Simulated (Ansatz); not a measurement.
Basis-set extrapolation for `CCOC(=O)OC` (PBE0-D4/def2-TZVP geometry, frozen core, Ansatz 0.2.0). Multiplicity 1, RHF reference.

|  | def2-TZVPP | def2-QZVPP |
| --- | --- | --- |
| HF | -380.897980 | -380.915414 |
| MP2 correlation | -1.367680 | -1.467199 |
| CCSD(T) correlation | -1.461088 | not run |

Energies in hartree. Use E(X) = E(∞) + A·exp(−7.88·√X) for Hartree–Fock and E(X) = E(∞) + B·X^(−2.97) for correlation, with X = 3 and 4, and add CCSD(T) minus MP2 of the smaller set to the MP2 limit.

Q: What is the CCSD(T) energy at the basis-set limit?

A: HF limit: -380.915414 + (-0.017434) × 0.13774 = -380.91782. MP2 limit: -1.467199 + (-0.099519) × 0.74074 = -1.54092. Higher-order term: -1.461088 − (-1.367680) = -0.09341. Total: -382.55215 hartree, 506.9 kJ/mol below CCSD(T)/def2-TZVPP.
